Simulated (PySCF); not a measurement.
**MF cations for M along the halogens**

CCSD(T) with double-zeta basis sets in PySCF, for the lowest determinant that a PBE0 search found; no spin–orbit coupling. De refers to high-spin ground-configuration atoms (the charge goes to the atom of lower measured ionisation energy or higher electron affinity, which is not always the lowest computed limit).

| M | basis | reference, frozen orbitals | charged atom | state (unpaired electrons) | Re (Å) | ωe (cm⁻¹) | De (eV) |
| --- | --- | --- | --- | --- | --- | --- | --- |
| F | jorge-DZP-DKH | UHF, 2 | F+ | doublet (π ↑) | 1.343 | 984 | 2.41 |
| Cl | def2-SVPD | UHF, 6 | Cl+ | doublet (π ↑) | 1.586 | 857 | 2.13 |
| Br | 6-31G(d,p) | UHF, 10 | Br+ | doublet (π ↑) | 1.722 | 749 | 2.11 |

The shortest bond is that of F₂⁺ (1.343 Å), the longest that of BrF⁺ (1.722 Å).

The rows differ in basis set, which adds steps of its own.

Down a group the atoms grow and get heavier, so bonds lengthen and wavenumbers fall; this series shows no clear exception.

Correlated steps freeze the inner cores (2 to 10 orbitals); shallow outer-core shells are correlated. Correlated levels converge slowly with the basis: in double zeta they bind strong bonds too weakly, by up to about 1 eV, and carry superposition errors of some tenths. Spin–orbit coupling is left out. For an ion De counts to the pair picked by the measured ionisation energies or electron affinities, which need not be the lowest pair at this level. States were picked by a PBE0 search and need not be the measured ground states.
